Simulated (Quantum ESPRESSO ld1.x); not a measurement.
Results of a calculation; reference values are marked as such.
Is B- bound? Neutral atom [He] 2s2 2p1, anion [He] 2s2 2p2. Scalar-relativistic spherical Kohn-Sham, ld1.x of Quantum ESPRESSO 7.5; with spin, open shells are filled with parallel spins first. "No" means that the self-consistent cycle ended without a solution in which all occupied levels of the anion are bound.

method,e(HOMO) neutral (eV),anion bound,e(HOMO) anion (eV),"EA, Delta-SCF (eV)",<r> HOMO anion (bohr)
"LDA (Slater exchange, Perdew-Zunger correlation), spin-polarised",2p up -4.075,no,-,-,-
"LDA (Slater exchange, Perdew-Zunger correlation) + SIC, spin-polarised",2p up -8.331,yes,2p up -0.753,0.646,3.11
"LDA (Slater exchange, Perdew-Wang correlation) + SIC, spin-polarised",2p up -8.362,yes,2p up -0.771,0.664,3.09
"LDA (Slater exchange, Perdew-Zunger correlation) + Latter tail, spin-polarised",2p up -5.852,no,-,-,-
"PBE, spin-unpolarised",2p -3.607,no,-,-,-
"Slater X-alpha with alpha = 1, spin-unpolarised",2p -5.260,no,-,-,-

A bound anion was found by 2 of 6 methods. Tabulated electron affinity: 0.280 eV (CRC Handbook (2014) and Andersen, Phys. Rep. 394, 157 (2004), with later updates, as tabulated in mendeleev). With the Latter tail the total energy is not variational, so no affinity is given for it.

Beside tabulated values, note that spin-unpolarised runs miss the spin-polarisation part of the exchange energy of open shells.
